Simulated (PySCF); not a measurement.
This PySCF input asks for the NMR shieldings of `F[C@@H]([SiH3])[Si@H](Cl)CC(F)(F)F`, C$_{3}$H$_{7}$ClF$_{4}$Si$_{2}$; the geometry comes from GFN2-xTB.

```python
import basis_set_exchange as bse
import numpy as np
from pyscf import gto, dft
from pyscf.prop import nmr

atoms = """
F     2.151435   -1.808031   -0.991132
C     1.515289   -0.932740   -0.100971
Si    2.662343    0.604279    0.098842
Si   -0.267680   -0.677654   -0.761754
Cl   -0.228838    0.286886   -2.513205
C    -1.164232    0.412745    0.536753
C    -2.648958    0.320057    0.365548
F    -3.063260    0.711706   -0.849448
F    -3.105062   -0.935100    0.527963
F    -3.325751    1.075090    1.249712
H     1.483207   -1.485153    0.844544
H     2.047326    1.433030    1.139319
H     3.972837    0.111144    0.514741
H     2.735690    1.301410   -1.180472
H    -0.942389   -1.966998   -0.883947
H    -0.939604    0.099025    1.554641
H    -0.889352    1.462336    0.438956
"""
names = dict.fromkeys(["F", "C", "Si", "Cl", "H"], "pcSseg-1")
basis = {el: gto.basis.parse(bse.get_basis(n, elements=[el], fmt="nwchem")) for el, n in names.items()}
mol = gto.M(atom=atoms, basis=basis, charge=0, verbose=0)
mf = dft.RKS(mol, xc="PBE0")
mf.grids.level = 2
mf.grids.alignment = dft.numint.BLKSIZE   # the property module wants whole blocks of grid points
mf.conv_tol = 1e-9
mf.kernel()

calc = nmr.RKS(mf)   # GIAO
C = mf.mo_coeff
Co = C[:, mf.mo_occ > 0]
resp = mf.gen_response(singlet=True, hermi=2)
def vind(x):   # induced exchange potential for any number of trial vectors
    d = np.einsum("pi,xij,qj->xpq", C, 2 * x.reshape(-1, C.shape[1], Co.shape[1]), Co, optimize=True)
    return np.einsum("xpq,pi,qj->xij", resp(d - d.transpose(0, 2, 1)), C, Co, optimize=True).ravel()
mo1, _ = nmr.rhf.solve_mo1(calc, with_cphf=vind)
sigma = calc.kernel(mo1)
for i, s in enumerate(sigma):   # ppm
    w = np.linalg.eigvalsh((s + s.T) / 2)
    print("%2d %-2s iso %8.1f  s11 %8.1f  s22 %8.1f  s33 %8.1f" % (i, mol.atom_pure_symbol(i), w.mean(), *w))
```

**Question.** Give the expected output.

**Answer.** 
```
 0 F  iso    472.0  s11    433.7  s22    466.5  s33    515.9
 1 C  iso    101.2  s11     53.2  s22     75.1  s33    175.3
 2 Si iso    428.0  s11    397.5  s22    428.4  s33    458.1
 3 Si iso    350.3  s11    307.5  s22    348.6  s33    394.6
 4 Cl iso    980.9  s11    946.4  s22    980.5  s33   1015.6
 5 C  iso    159.2  s11    147.2  s22    153.0  s33    177.5
 6 C  iso     50.9  s11     44.1  s22     50.7  s33     58.0
 7 F  iso    243.8  s11    157.3  s22    245.8  s33    328.4
 8 F  iso    244.7  s11    156.6  s22    242.9  s33    334.7
 9 F  iso    236.2  s11    146.2  s22    225.4  s33    337.2
10 H  iso     26.5  s11     24.3  s22     26.0  s33     29.2
11 H  iso     27.9  s11     23.9  s22     27.5  s33     32.4
12 H  iso     27.6  s11     24.0  s22     25.3  s33     33.5
13 H  iso     27.4  s11     23.3  s22     27.9  s33     31.1
14 H  iso     26.0  s11     22.6  s22     24.3  s33     31.0
15 H  iso     30.4  s11     25.5  s22     30.7  s33     34.9
16 H  iso     30.1  s11     26.2  s22     30.2  s33     33.8
```

These numbers come from an equivalent density-fitted implementation of the same equations, which agrees with the script to about 0.01 ppm for H and up to a few tenths of a ppm for heavy atoms, so last digits may differ.

**Question.** Turn these shieldings into chemical shifts. Chemical shifts δ = σref − σ; ¹⁹F (170.95 ppm) against CFCl3; ¹³C (186.93 ppm), ²⁹Si (349.16 ppm), ¹H (31.72 ppm) against TMS; HCl for ³⁵Cl (949.78 ppm), all at this level.

**Answer.** Averaging equivalent atoms: F 7/8/9: -70.7; F 0: -301.1; C 6: 136.0; C 1: 85.7; C 5: 27.7; Si 3: -1.1; Si 2: -78.9; Cl 4: -31; H 14: 5.74; H 10: 5.22; H 11/12/13: 4.06; H 16: 1.64; H 15: 1.35 ppm. Unscaled 19F shifts against computed CFCl3 carry errors that often reach 10 to 50 ppm.

Size and cost of the density-fitted run: 226 basis functions, 48 s wall time on 1 thread of an Arm Neoverse V1, shared host; peak memory 1.1 GiB.
